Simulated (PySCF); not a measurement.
Input file for PySCF: R-BP86/LANL2DZ on BrFHIn (SMILES [F][InH][Br]), a point of a bond scan (R = 1.956 Å).

```python
from pyscf import gto, scf, dft, mp
from pyscf.data.elements import chemcore

mol = gto.M(
    atom='''
    In   -0.57248562    0.30095081   -0.56327296
    H    -1.87410848   -0.22606744   -1.51617296
    F    -0.01603143    2.17535841   -0.60215729
    Br    0.85914820   -0.97424994    0.98674182
    ''',
    basis='lanl2dz',
    ecp={'Br': 'lanl2dz', 'In': 'lanl2dz'},
    charge=0, spin=0, verbose=3, max_memory=1800)
mf = dft.RKS(mol, xc='b88,p86')
mf.conv_tol = 1e-8
mf.max_cycle = 100
mf.kernel()
if not mf.converged:
    mf = mf.newton().run(mf.mo_coeff, mf.mo_occ)
```

**Question.** What total energy does the run end on?

**Answer.** -115.6240 hartree.
